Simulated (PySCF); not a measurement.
H10N2Si3, SMILES N[SiH2]N[SiH2][SiH3]. Atoms are numbered in the order given.

```xyz
15

N     -2.8963     0.7634    -0.5322
Si    -2.0344    -0.4512     0.3359
N     -0.4118     0.0983     0.6382
Si     1.1096    -0.7229     0.4131
Si     2.5937     0.7043    -0.7163
H     -3.8901     0.8884    -0.3822
H     -2.6196     1.0478    -1.4647
H     -1.8457    -1.7710    -0.3458
H     -2.8539    -0.6637     1.5700
H     -0.3528     1.0356     1.0312
H      0.8517    -1.9478    -0.4026
H      1.7495    -1.1594     1.6986
H      2.7163     2.0003     0.0260
H      2.0766     1.0089    -2.0878
H      3.9602     0.1065    -0.8424
```
Charge 0, spin multiplicity 1.

Coordinates come from a PBE0-D3(BJ)/def2-SVP optimisation. This is a generated structure with no PubChem entry under its InChIKey; it may be hypothetical. The values are those of a single conformer.

All values below come from B3LYP/pcSseg-1 (PySCF).

GIAO shieldings, no solvent; atoms listed in one row are averaged. δ = σ(ref) − σ: ¹⁵N against NH3 (σ = 265.5 ppm); ²⁹Si against TMS (σ = 338.7 ppm); ¹H against TMS (σ = 31.68 ppm), references at their B3LYP-D3(BJ)/def2-TZVP geometries, non-relativistic.

Computed chemical shifts:
```tsv
nucleus	atoms	count	δ (ppm)
¹⁵N	N3	1	28.6
¹⁵N	N1	1	28.1
²⁹Si	Si2	1	-36.6
²⁹Si	Si4	1	-49.6
²⁹Si	Si5	1	-106.0
¹H	H11, H12	2	5.19
¹H	H8	1	5.14
¹H	H9	1	5.01
¹H	H13, H14, H15	3	3.65
¹H	H6	1	0.85
¹H	H7	1	0.62
¹H	H10	1	-0.08
```
